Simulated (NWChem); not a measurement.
**Atomisation of C₅H₄N**

```xyz
10

C      1.2240     0.6252     0.0000
N      1.2595    -0.6573     0.0000
C      0.1061    -1.3404     0.0000
C     -1.1168    -0.6769     0.0000
C     -1.1257     0.7225     0.0000
C      0.0825     1.4199     0.0000
H      0.1652    -2.4338     0.0000
H     -2.0498    -1.2442     0.0000
H     -2.0748     1.2668     0.0000
H      0.1221     2.5109     0.0000
```
Charge 0, spin multiplicity 2.

All runs are NWChem calculations. All single points use one geometry, from UPBE0/def2-SVP, a minimum by its harmonic frequencies.

Basis set: def2-SVP. The atomisation energy is electronic alone: no zero-point, thermal, spin-orbit or counterpoise terms. No value is extrapolated to the basis-set limit. Free atoms are single determinants with multiplicities C 3, N 4, H 2.

B3LYP has NWChem's definition, with VWN1-RPA local correlation. The structure started from a generated list of species. The unpaired electrons of the parent sit in orbitals of symmetry a' (Cs labels of the run); other states weren't searched. The stability of the SCF solutions was not checked.

Task: One of these methods gave an atomisation energy of 1339.6 kcal/mol. Which?
(A) LDA (SVWN5)
(B) B3LYP
(C) BLYP
(D) PBE

Result: A, LDA (SVWN5). The others give 1142.4 (BLYP), 1193.5 (PBE), 1138.5 (B3LYP).
